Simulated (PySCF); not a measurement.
The multiplicity is imposed and other spin states were not computed.

Cartesian coordinates (Å):
```xyz
4

Cd    -0.1026     0.0199    -0.0599
O      0.3167     1.7214     0.8650
H      0.7706     1.5264     1.7077
Br    -0.6667    -1.9650    -1.3198
```
Charge 0, spin multiplicity 1.

### Question
What LUMO, dipole moment, charge on the central atom (Mulliken), HOMO–LUMO gap, total energy and HOMO does PySCF with TPSSh-D3(BJ)/def2-TZVP // TPSS-D3(BJ)/def2-SVP give?

### Answer

```
Item                                           Value
-------------------------------------  -------------
LUMO                                        -2.36 eV
dipole moment                              0.351 e·Å
charge on the central atom (Mulliken)         0.80 e
HOMO–LUMO gap                                5.00 eV
total energy                           -2817.6858 Ha
HOMO                                        -7.36 eV
```
